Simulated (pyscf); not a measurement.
## Hydrogen shift: [H₃C–Ga–Cl]• (SMILES [CH3][Ga][Cl]) → •H₂C–GaH–Cl (SMILES [CH2][GaH][Cl])

Gas phase, doublet surface, charge 0. Bonds broken: C3–H4. Bonds formed: Ga1–H4. Single points on ωB97X-D3(BJ)/def2-SVP structures (PySCF, gas phase). MP2 and CC: frozen core, UHF for open shells. ΔMP2 is the change of the MP2 total energy from the triple- to the quadruple-zeta basis.

Transition state (Å):

```xyz
6

Ga     0.0697     0.9717    -0.6957
Cl     1.6290     2.2135    -1.5002
C      0.1149    -0.5419     0.4400
H     -0.8652     1.0207     0.6759
H      0.8961    -0.7857     1.1764
H     -0.8042    -1.1351     0.5254
```

One imaginary mode, 1534i cm⁻¹; descent along it reached the two sides named.

```tsv
bond	change	reactant side (Å)	saddle	product side
C3–H4	breaks	1.102	1.859	3.1
Ga1–H4	forms	2.554	1.661	1.554
```

Electronic energies relative to the reactant's lowest minimum found (kcal/mol):

```
level                             barrier  reaction energy  reverse barrier
--------------------------------  -------  ---------------  ---------------
ωB97X-D3(BJ)/def2-TZVP               67.2            +23.0             44.2
PBE/def2-TZVP                        60.4            +27.1             33.3
r²SCAN/def2-TZVP                     60.8            +22.8             38.0
B3LYP-D3(BJ)/def2-TZVP               64.3            +25.3             39.0
PBE0-D3(BJ)/def2-TZVP                64.3            +25.0             39.3
M06-2X/def2-TZVP                     67.6            +26.9             40.7
ωB97M-D3(BJ)/def2-TZVP               66.7            +24.8             41.8
HF/def2-TZVP                         71.2            +15.9             55.3
MP2/def2-QZVPP                       70.2            +24.6             45.7
CCSD/def2-TZVPP                      65.1            +21.0             44.1
CCSD(T)/def2-TZVPP                   63.4            +22.1             41.2
CCSD(T)/def2-TZVPP + ΔMP2(QZVPP)     63.1            +22.4             40.7
```

With CCSD(T)/def2-TZVPP + ΔMP2(QZVPP) energies and thermal terms (ideal gas, 1 atm, RRHO with modes under 100 cm⁻¹ raised to 100, one conformer, R ln 2 for chiral ones without a mode under 150 cm⁻¹), in kcal/mol:

| T (K) | ΔH‡ | ΔG‡ | ΔH | ΔG |
|---|---|---|---|---|
| 298 | 58.7 | 59.4 | +19.1 | +19.4 |
| 600 | 58.7 | 60.1 | +19.7 | +19.5 |
| 900 | 58.7 | 60.8 | +20.2 | +19.3 |
| 1200 | 58.5 | 61.6 | +20.5 | +18.9 |

This is the saddle that the search found; another between the same sides may lie lower. The CCSD(T) − MP2 part came from Ansatz, without density fitting, on the same reference. A UHF reference is spin-contaminated (<S²> up to 0.91), which harms MP2 most. The frozen core leaves the outer d or s,p core shells of the metals and heavy elements correlated in the MP2 and CC values, and def2-TZVPP describes them poorly, which can shift differences by a few kcal/mol. Elements up to Kr have no core potential and no relativistic terms here.
